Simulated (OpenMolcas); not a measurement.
**Cl2+: effect of the active space**

```json
{"Program": "OpenMolcas", "Method": "MS-CASPT2 or its RAS form, IPEA 0.25 Eh, imaginary shift 0.1 Eh", "Basis": "ANO-RCC-VQZP", "Scalar Hamiltonian": "DKH2, point nucleus", "Spin-orbit coupling": "RASSI with atomic mean-field integrals over the reference wave functions, term energies averaged over their components"}
```

A. 5 electrons in 4 orbitals (3s 3p); 2S+1 = 4 odd, 1 root; 2S+1 = 2 odd, 11 roots; 2S+1 = 4 even, 3 roots; 2S+1 = 2 even, 9 roots; closed shells correlated: 2s 2p; CASPT2 step of the order of 4 core-seconds
B. 5 electrons in 8 orbitals (3s 3p 4s 4p); 2S+1 = 4 odd, 1 root; 2S+1 = 2 odd, 11 roots; 2S+1 = 4 even, 3 roots; 2S+1 = 2 even, 9 roots; closed shells correlated: 2s 2p; CASPT2 step roughly 15 core-seconds
C. 5 electrons in 9 orbitals (RAS2 3s 3p; RAS3 3d, at most 2 electrons); 2S+1 = 4 odd, 1 root; 2S+1 = 2 odd, 11 roots; 2S+1 = 4 even, 3 roots; 2S+1 = 2 even, 9 roots; closed shells correlated: 2s 2p; CASPT2 step about 22 core-seconds

Energies in cm⁻¹ above 3s² 3p³ ⁴S°_3/2, the measured ground level; measured values from Moore, Atomic Energy Levels, vol. I, NSRDS-NBS 35 (1971 reprint of NBS Circular 467, 1949).

```
          Level       A       B       C  Measured
3s² 3p³ ⁴S°_3/2     0.0     0.0     0.0       0.0
3s² 3p³ ²D°_3/2   18490   18790   18370     18053
3s² 3p³ ²D°_5/2   18550   18860   18420     18120
3s² 3p³ ²P°_1/2   29920   30430   30360     29812
3s² 3p³ ²P°_3/2   29970   30490   30410     29907
  3s 3p⁴ ⁴P_5/2  102380  102020   98850     98520
  3s 3p⁴ ⁴P_3/2  102980  102570   99400     99130
  3s 3p⁴ ⁴P_1/2  103340  102890   99720     99475
  3s 3p⁴ ²D_3/2  133690  131390  124680          
  3s 3p⁴ ²D_5/2  133700  131470  124690
```

Deviations, from unrounded energies. A percentage is the sum of absolute deviations over the sum of measured energies, with the sign that they share, or ± where signs differ.

| Against measurement | Levels | A | B | C |
| --- | --- | --- | --- | --- |
| mean absolute deviation (cm-1) | 7 | 1800 | 1900 | 360 |
| other terms of the ground configuration (%) | 4 | +1.1 | +2.8 | +1.7 |
| other configurations (%) | 3 | +3.9 | +3.5 | +0.3 |

C lies closest to measurement on these levels and B furthest from it. The largest miss of C in the table is 3s² 3p³ ²P°_1/2, by +550 cm-1. The ranking rests on the paired levels alone, and a cruder setting can come out closer through cancelling errors.

Among A to C the level of the table that moves most is 3s 3p⁴ ²D_3/2, by 9000 cm-1 (lowest in C, highest in A). Moves below CASPT2's spread within the term are not significant.

CASPT2 does not keep the components of a term degenerate, so their means are used; among the terms shown or strongly mixed into the levels shown the widest spread is 2000 cm-1 (3s 3p⁴ ²D, B). Over all roots computed the reference weight is 0.87 to 0.96 in A, 0.85 to 0.96 in B; the roots of lowest weight are the least certain, and an intruder state may touch them. Terms of s pⁿ other than that of highest spin mix with s² pⁿ⁻² d, which this space lacks; all of them can be thousands of cm-1 off, and some have no real level of that name (holds for A; B). Active for correlation alone: 4p 4s; no level in the range computed is led by a configuration that fills them, so any true level of that kind is missing (holds for B). The run also gave levels led by 3s² 3p² 3d, which use shells meant for correlation; these and all levels above them are left out (holds for C). Some terms mix strongly with configurations of 3d, whose occupation reaches 0.31 (3s 3p⁴ ⁴P, 3s 3p⁴ ²D) (holds for C). Computed and measured levels are paired by configuration, term and J; levels that our copy of the source lacks, or whose pairing is in doubt (as where it misses far off the trend of its configuration), stay unpaired and out of the deviations. Only configurations of the active space appear. Levels that lie high or do not pair safely by name in every column are left out.

° marks odd parity.
